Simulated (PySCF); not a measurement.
A calculated (MN15, PySCF 2.14, def2-SVP, the non-relativistic Hamiltonian (point nucleus)) atom or ion has these occupied shells.

```
shell  electrons  orbital energy (eV)  rms radius, mean of both spins (bohr)
 1s α          1              -1265.1                                  0.152
 1s β          1              -1265.1                                  0.152
 2s α          1              -92.732                                  0.768
 2s β          1              -92.576                                  0.768
 2p α          3              -61.238                                  0.778
 2p β          3              -61.154                                  0.778
 3s α          1              -12.648                                   3.09
```

Task: Name the element and its charge.

Result: Mg⁺ (magnesium, charge +1), in [Ne] 3s1, 2S determinant.
